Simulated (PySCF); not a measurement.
# Electron correlation in Au⁺ (gold, charge +1)

[Xe] 4f14 5d10, closed-shell 1S. Computed with PySCF 2.14 in x2c-TZVPPall (11s7p7d3f1g, 97 functions), with the spin-free X2C one-electron Hamiltonian (Gaussian nucleus). Frozen: [Kr] 4d10 4f14; 18 electrons correlated.

MP2 pair energies summed by pair of shells (mhartree):

| pair | energy | share (%) |
| --- | --- | --- |
| 5d-5d | -310.81 | 58.2 |
| 5p-5d | -142.29 | 26.6 |
| 5p-5p | -35.49 | 6.6 |
| 5s-5d | -25.65 | 4.8 |
| 5s-5p | -17.29 | 3.2 |
| 5s-5s | -2.91 | 0.5 |

Total MP2 correlation energy: -534.45 mhartree.

Same-spin part -176.90 and opposite-spin part -357.55 mhartree; SCS-MP2 scales them by 1/3 and 6/5 to -488.02 mhartree.

This basis was not built for core-valence correlation, so the inner-shell part is incomplete.
